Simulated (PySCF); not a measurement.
Compound: C₂H₆PSi (charge -1).
SMILES: `C=C[P-][SiH3]`

Jobs on this species (10 atoms, 48 electrons) with PySCF (density fitting). Hardware of each: Arm Neoverse V2, one thread, on a shared host. The host was shared with other jobs, so the times are rough. Peak memory is the resident size of the whole Python process, interpreter and libraries included.

Question: Rank these jobs by wall time, shortest first.
A. PBE0/pcSseg-1, IEF-PCM methanol; shieldings; 112 basis functions
B. delta-SCF UKS SCAN, pcX-2 on the ionised atom, pcseg-1 elsewhere, spin-free X2C; ΔSCF core ionisation, 6 holes; 136 basis functions
C. PBE0/pcSseg-1; shieldings, charges and field gradients, density and orbital grids written; 112 basis functions

Answer: A (4.6 s), C (9.1 s), B (19 s).

All jobs:

```
                                                             level and settings                                                                                                                                      work  basis functions  SCF cycles  wall time  peak memory
                                                PBE0/pcSseg-1, IEF-PCM methanol                                                                                                                                shieldings              112          12      4.6 s     0.54 GiB
                                            PBE0/pcSseg-1, IEF-PCM acetonitrile                                                                                                   shieldings, charges and field gradients              112          12      5.9 s     0.54 GiB
                                      CAM-B3LYP/def2-SVPD, IEF-PCM acetonitrile                                                                                                  6 singlets by full TDDFT, polarisability              136          12      7.3 s     0.65 GiB
                                                                  PBE0/pcSseg-1                                                                shieldings, charges and field gradients, density and orbital grids written              112          13      9.1 s     0.52 GiB
                                             PBE0-D3(BJ)/def2-SVP, grid level 1                                                                              geometry optimisation from a GFN2-xTB start shaken at random               94          37       13 s     0.38 GiB
                                                                 B97-2/pcSseg-2                                                                                                                                shieldings              242          14       17 s     0.85 GiB
delta-SCF UKS SCAN, pcX-2 on the ionised atom, pcseg-1 elsewhere, spin-free X2C                                                                                                             ΔSCF core ionisation, 6 holes              136          98       19 s     0.48 GiB
                                                            CAM-B3LYP/def2-SVPD  10 singlets by full TDDFT, 4 Tamm–Dancoff triplets, polarisability, dynamic polarisability, ΔSCF ions, density and orbital grids written              136          12       21 s     0.65 GiB
```

Question: What do all jobs in the table cost together?

Answer: About 97 s; the longest takes about 22 % of that, and about 4.6 times as long as the shortest.
